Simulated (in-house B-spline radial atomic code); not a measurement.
How numerical settings move a run on the holmium ion Ho²⁺, [Xe] 4f11. Computed with a B-spline radial code for spherical atoms: scalar-relativistic (X2C) LDA VWN5, spin-polarised, spherical fractional occupations, Fermi nucleus of rms radius 5.2022 fm.

Command:
```bash
python run_scf.py task.json out
```
Settings of the sound reference run:
```
Z                67
electrons        65
configuration    [Xe] 4f11
hamiltonian      x2c
method           lda,vwn
spin_polarised   True
nucleus          fermi
rms_radius       5.2022
mass_number      165
atomic_mass      164.9303
speed_of_light   137.036
knot_spacing     0.22
spline_order     8
gauss_points     12
box_radius       22.22
max_iterations   70
damping          0.5
damped_steps     3
diis_vectors     10
tolerance        1e-08
start            Thomas-Fermi
```

Cost of the run: 0.37 s on 1 thread of Intel(R) Xeon(R) Platinum 8488C (shared host).

It converges in 11 iterations to -12606.549686 hartree, with 4f down at -16.4128 eV. The other runs change the listed settings, some to values that make no sense; their results aren't properties of the atom or ion. Radii are in bohr (the nuclear one in fm), a minus after a letter asks for a j subshell, and «unchanged» means within 1e-8 hartree. The run stops when the residual is below 10 × tolerance × max(1, Z/10), or a noise floor if that is larger, and the energy moves by less than 1e-8 × √|E| hartree; so very loose and very tight tolerances often act alike.

| changed settings | outcome |
| --- | --- |
| max_iterations = 5 | not converged after 5 iterations, last residual 7.3e-02, last energy +2.50e-01 hartree from the reference |
| hamiltonian = dirac, method = hf | stopped with error: spin polarisation is not served with the Dirac Hamiltonian |
| start = bare nucleus | converged in 13 iterations, energy unchanged, 4f down level -9.1e-06 eV |
| knot_spacing = 0.15, gauss_points = 4, max_iterations = 100, damped_steps = 1 | stopped with error: array must not contain infs or NaNs |
| gauss_points = 5, max_iterations = 5, start = bare nucleus | not converged after 5 iterations, last residual 9.5e-01, last energy +7.61e+01 hartree from the reference |
| diis_vectors = 4 | converged in 11 iterations, energy unchanged, 4f down level -3.7e-06 eV |
| diis_vectors = 2 | converged in 19 iterations, energy unchanged, 4f down level -9.1e-05 eV |
| diis_vectors = 1 | not converged after 70 iterations, last residual 3.9e+00, last energy +1.90e+02 hartree from the reference |
| electrons = 66, configuration = [Xe] 4f11 6s-1, max_iterations = 60 | stopped with error: j subshells need the Dirac Hamiltonian and l > 0 |
| max_iterations = 8 | not converged after 8 iterations, last residual 3.8e-04, last energy +6.82e-06 hartree from the reference |
| max_iterations = 2 | not converged after 2 iterations, last residual 1.3e+00, last energy +4.07e+01 hartree from the reference |
| max_iterations = 3 | not converged after 3 iterations, last residual 2.1e-01, last energy +1.11e+00 hartree from the reference |

Task: What happens with max_iterations = 12?

Result: Converged in 11 iterations, energy unchanged.

Task: What happens with electrons = 73, configuration = [Xe] 4f11 7s2 7p6, max_iterations = 75?

Result: Converged in 17 iterations to -12606.0623 hartree, a different physical problem (warning: 4f down has a positive eigenvalue: unbound, held by the box).

Task: What happens with knot_spacing = 0.4, box_radius = 88.88, max_iterations = 50, tolerance = 1e-06?

Result: Converged in 10 iterations, energy +7.13e-03 hartree from the reference, 4f down level -1.3e-03 eV.

Task: What happens with diis_vectors = 0?

Result: Not converged after 70 iterations, last residual 4.8e-06, last energy +4.00e-09 hartree from the reference.
